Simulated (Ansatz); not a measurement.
Ge2H2⁻. Charge -1, multiplicity 2. Geometry r2SCAN-D4/def2-TZVP, that of the neutral singlet; atoms count from 1.

```xyz
4

Ge   -0.220    0.133    1.217
Ge    0.852    0.223   -0.878
H     0.109   -1.101    0.008
H    -0.741    0.745   -0.347
```

The highest occupied level of the charge -1 doublet lies above zero (up to 1.49 eV). Energy differences disagree on whether the electron is bound (positive means bound): 0.21 eV (vertical, to the charge 0 singlet, at PBE0-D4/def2-TZVPD), but -0.07 eV at CCSD/def2-TZVPD. The structure comes from a short search, and lower isomers may exist.

Question: Estimate the Mulliken populations from the PBE0/def2-TZVPD orbitals of Ansatz.

Answer: 
| atom | charge (e) | spin (α − β) |
| --- | --- | --- |
| Ge1 | -0.60 | 0.51 |
| Ge2 | -0.60 | 0.51 |
| H3 | 0.10 | -0.01 |
| H4 | 0.10 | -0.01 |
Mulliken values and Mayer orders depend strongly on the basis. With diffuse functions, as here, like atoms can get unlike values, and bond orders can come out too low or too high.

Question: Where does the spin sit?

Answer: Summed by element: Ge 1.03, H -0.03, of 1 unpaired in all. Largest on single atoms: Ge1 0.51, Ge2 0.51, H3 -0.01.

Question: And the Mayer bond orders between bonded heavy atoms (over 0.3)?

Answer: Ge1–Ge2 1.71 (2.36 Å).
